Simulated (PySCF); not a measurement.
Compound: C3H8Si.
Structure used (PBE0-D3(BJ)/def2-SVP), in Å, numbered top down from 1:
```xyz
12
C3H8Si angstrom
C     -0.6008    1.4363    0.3819
C     -0.2014    0.1871    0.1036
C     -1.0835   -1.0067    0.3334
Si     1.5178   -0.0964   -0.6030
H      0.0432    2.3051    0.2135
H     -1.5976    1.6401    0.7934
H     -0.6168   -1.7180    1.0357
H     -2.0640   -0.7172    0.7422
H     -1.2542   -1.5627   -0.6039
H      2.2243    1.2101   -0.7602
H      1.4326   -0.7761   -1.9346
H      2.3184   -0.9859    0.2972
```

The closed-shell ground state was solved at several levels (PySCF, density fitting, gas phase, non-relativistic).

| level | basis functions | total energy (Eh) | HOMO (eV) | LUMO (eV) | gap (eV) | dipole (D) |
| --- | --- | --- | --- | --- | --- | --- |
| PBE0/def2-SVPD | 148 | -408.1517 | -7.59 | -0.27 | 7.32 | 0.77 |
| PBE0/pcSseg-1 | 115 | -408.2951 | -7.59 | -0.20 | 7.39 | 0.75 |

Problem. What might KT2/pcSseg-2 (263 basis functions) give for the same quantities?

Solution. Total energy -413.2795 Eh, HOMO -6.48 eV, LUMO -1.28 eV, gap 5.20 eV, dipole 0.76 D.

Problem. Over all these levels, which gives the widest orbital gap and which the narrowest?

Solution. PBE0/pcSseg-1 (global hybrid, 25 % exact exchange) has the widest, 7.39 eV, and KT2/pcSseg-2 (GGA) the narrowest, 5.20 eV. Functional and basis both differ between the two, so the spread mixes both effects.

Problem. How far do the dipole and the HOMO energy spread over the levels?

Solution. The dipole runs from 0.75 to 0.77 D (mean 0.76 D) and the HOMO from -7.59 to -6.48 eV.
